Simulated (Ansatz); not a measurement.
Consider the redistribution: `[SiH3][GeH3]` + `CC(C)[TeH]` → `[GeH3][TeH]` + `CC(C)[SiH3]`.

Gas-phase electronic energies from Ansatz, PBE0-D4/def2-TZVP geometries. CBS: MP2 limit from def2 TZ/QZ plus the TZ coupled-cluster correction, frozen cores. DFT in def2-TZVPP. B3LYP here is the variant with VWN-RPA as its local correlation; programs differ in this. HSE06 is defined as in plane-wave codes. Elements past krypton have def2 core potentials. For Ge, Te outer-core shells are correlated without core-valence functions, which leaves a few kJ/mol of doubt a bond. Scalar relativity is left out up to krypton.

| level | ΔE (kJ/mol) | difference from CCSD(T)/CBS |
| --- | --- | --- |
| PBE-D4 | -59.4 | 1.1 |
| r2SCANh-D4 | -67.3 | -6.8 |
| HSE06-D4 | -65.7 | -5.2 |
| BHLYP-D4 | -72.8 | -12.3 |
| PBE | -60.2 | 0.3 |
| r2SCAN | -65.4 | -4.9 |
| B3LYP | -67.2 | -6.7 |
| r2SCAN0 | -70.3 | -9.8 |
| BHLYP | -74.1 | -13.6 |
| RPA@PBE/def2-TZVPP | -57.2 | 3.3 |
| HF/def2-SVP | -87.3 | -26.8 |
| CCSD/def2-SVP | -74.2 | -13.7 |
| SCS-MP2/def2-TZVPP | -64.9 | -4.4 |
| CCSD/def2-TZVPP | -63.9 | -3.4 |
| SCS-MP2/def2-QZVPP | -65.0 | -4.5 |
| MP2/CBS(def2) | -64.2 | -3.7 |
| CCSD(T)/CBS | -60.5 | 0 |

Largest T1 diagnostic among the species: 0.012.

From BLYP to BHLYP (50 % exact exchange), in def2-TZVPP and without D4, ΔE moves by −11.9 kJ/mol. In def2-TZVPP, CCSD(T) changes the Hartree–Fock value by +20.9 kJ/mol (the triples alone add +2.9 kJ/mol) and MP2 by +17.2 kJ/mol. At CCSD(T), def2-SVP lies −11.5 kJ/mol from the extrapolated value and def2-TZVPP −0.5 kJ/mol.
